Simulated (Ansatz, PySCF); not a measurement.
Gas-phase reaction (SMILES): CC[Si](Cl)(Cl)CC [dichloro(diethyl)silane] + 2 C (CH4) + 3 [SiH4] (SiH4) -> 2 CC (C2H6) [ethane] + 2 C[SiH3] [methylsilane] + 2 [SiH3]Cl [chlorosilane]; bond separation energy.

Structures are relaxed separately at B3LYP-D3(BJ)/def2-TZVP in Ansatz (a first-principles code), one conformer each, not searched for the lowest. Valence correlation only, unless marked. No spin-orbit coupling. No relativistic terms. CBS(X,Y): correlation extrapolated as X^-3; Hartree-Fock from the larger set. [CCSD(T)-MP2]/basis is that difference in the basis named. Thermal terms are rigid-rotor harmonic-oscillator values from B3LYP-D3(BJ) frequencies (Ansatz or PySCF) at 298.15 K and 1 atm. 1 Eh = 627.5095 kcal/mol.

```json
[
 {"species": "CC[Si](Cl)(Cl)CC", "E, RI-MP2/CBS(cc-pV(T+d)Z,cc-pV(Q+d)Z)+[CCSD(T)-MP2]/cc-pV(T+d)Z (Ansatz) (Eh)": "-1367.00036", "E, PBE/def2-TZVPD (Ansatz) (Eh)": "-1367.81462", "H - E (Eh)": "0.14674"},
 {"species": "C (CH4)", "E, RI-MP2/CBS(cc-pV(T+d)Z,cc-pV(Q+d)Z)+[CCSD(T)-MP2]/cc-pV(T+d)Z (Ansatz) (Eh)": "-40.46125", "E, PBE/def2-TZVPD (Ansatz) (Eh)": "-40.46301", "H - E (Eh)": "0.04840"},
 {"species": "CC (C2H6)", "E, RI-MP2/CBS(cc-pV(T+d)Z,cc-pV(Q+d)Z)+[CCSD(T)-MP2]/cc-pV(T+d)Z (Ansatz) (Eh)": "-79.71807", "E, PBE/def2-TZVPD (Ansatz) (Eh)": "-79.73096", "H - E (Eh)": "0.07887"},
 {"species": "C[SiH3]", "E, RI-MP2/CBS(cc-pV(T+d)Z,cc-pV(Q+d)Z)+[CCSD(T)-MP2]/cc-pV(T+d)Z (Ansatz) (Eh)": "-330.73641", "E, PBE/def2-TZVPD (Ansatz) (Eh)": "-331.00719", "H - E (Eh)": "0.06602"},
 {"species": "[SiH3]Cl", "E, RI-MP2/CBS(cc-pV(T+d)Z,cc-pV(Q+d)Z)+[CCSD(T)-MP2]/cc-pV(T+d)Z (Ansatz) (Eh)": "-750.69114", "E, PBE/def2-TZVPD (Ansatz) (Eh)": "-751.20903", "H - E (Eh)": "0.03058"},
 {"species": "[SiH4] (SiH4)", "E, RI-MP2/CBS(cc-pV(T+d)Z,cc-pV(Q+d)Z)+[CCSD(T)-MP2]/cc-pV(T+d)Z (Ansatz) (Eh)": "-291.46100", "E, PBE/def2-TZVPD (Ansatz) (Eh)": "-291.72111", "H - E (Eh)": "0.03520"}
]
```

### Question
Work out ΔE and ΔH at 298.15 K at the first level, then ΔH at the second.

### Answer

1. ΔE = [2×(-79.71807) + 2×(-330.73641) + 2×(-750.69114)] - [(-1367.00036) + 2×(-40.46125) + 3×(-291.46100)] = 0.01462 Eh = 9.2 kcal/mol at RI-MP2/CBS(cc-pV(T+d)Z,cc-pV(Q+d)Z)+[CCSD(T)-MP2]/cc-pV(T+d)Z.
2. The terms H - E add up to 0.00180 Eh, so ΔH = (0.01462 + (0.00180))×627.5095 = 10.3 kcal/mol.
3. At PBE/def2-TZVPD the same steps give ΔE = 6.0 and ΔH = 7.2 kcal/mol, a shift of -3.1 from the first level.
4. These values are not checked against measurement here, since the tables used lack a sound gas-phase enthalpy of formation for at least one species.
